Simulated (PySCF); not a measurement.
5-fluorocyclopenta-1,3-diene (C5H5F), SMILES FC1C=CC=C1. Atoms are numbered in the order given.

```xyz
11

F     -1.9288    -0.3516     0.0000
C     -0.7456     0.3585     0.0000
C      0.1509     0.0991    -1.1892
C      1.4025    -0.1155    -0.7408
C      1.4025    -0.1155     0.7408
C      0.1509     0.0991     1.1892
H     -1.0078     1.4392     0.0000
H     -0.1926     0.1529    -2.2221
H      2.2921    -0.2674    -1.3545
H      2.2921    -0.2674     1.3545
H     -0.1926     0.1529     2.2221
```

The structure is a stationary point at B3LYP-D3(BJ)/def2-SVP. One conformer was computed; it need not be the lowest.

Computed with SMD-B3LYP/6-31G* (PySCF).

Solvation free energies are E(SMD) − E(gas) at the gas-phase geometry, for 1 M in both phases. In vacuum the dipole moment is 1.72 D.

### Question
Estimate the solvation free energies in water, 2-propanol, tetrahydrofuran. (The exact figures need the calculation; the answer reports its results.)

### Answer

| solvent | ΔG(solv) (kcal/mol) | its non-electrostatic (CDS) part | dipole (D) |
|---|---|---|---|
| water | -0.9 | 3.2 | 2.13 |
| 2-propanol | -4.4 | -0.6 | 2.10 |
| tetrahydrofuran | -4.5 | -1.1 | 2.05 |
